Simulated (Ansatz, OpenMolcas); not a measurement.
Predicting a hybrid from its neighbours: BSiN2H5

BSiN2H5 has 9 atoms, charge 0, and is taken as a singlet. As SMILES, `N[SiH]1BN1`. The shape is that of a PBE0-D4/def2-TZVP optimisation. This is one conformer, not always the lowest.

The vertical ionisation energy (to the doublet cation) y, in eV, basis cc-pVDZ; a is the functional's share of exact exchange. Programs: Ansatz 0.2.0, OpenMolcas 26.06.

| functional | program | a | y (eV) |
| --- | --- | --- | --- |
| BLYP | Ansatz | 0 | 8.22 |
| TPSS | OpenMolcas | 0 | 8.41 |
| B3LYP | Ansatz | 0.2 | ? |
| r2SCAN0 | Ansatz | 0.25 | 8.65 |
| PBE0 | Ansatz | 0.25 | 8.61 |
| BHLYP | Ansatz | 0.5 | 8.69 |

Problem. Fit y = c + s·a to the known rows and predict B3LYP.

Solution. 
1. Means of the 5 rows: a = 0.2000, y = 8.516.
2. Σ(Δa)² = 0.175, Σ(Δa·Δy) = 0.144, so the slope is 0.144/0.175 = 0.82286.
3. Intercept: 8.516 − (0.82286) × 0.2000 = 8.351. The largest residual of the fit is 0.13.
4. B3LYP: 8.351 + (0.82286) × 0.2 = 8.52 eV.

The run gave 8.59 eV, so the prediction is off by -0.07 eV, within the largest residual. The rows mix families of semi-local functionals, which the line can't see.
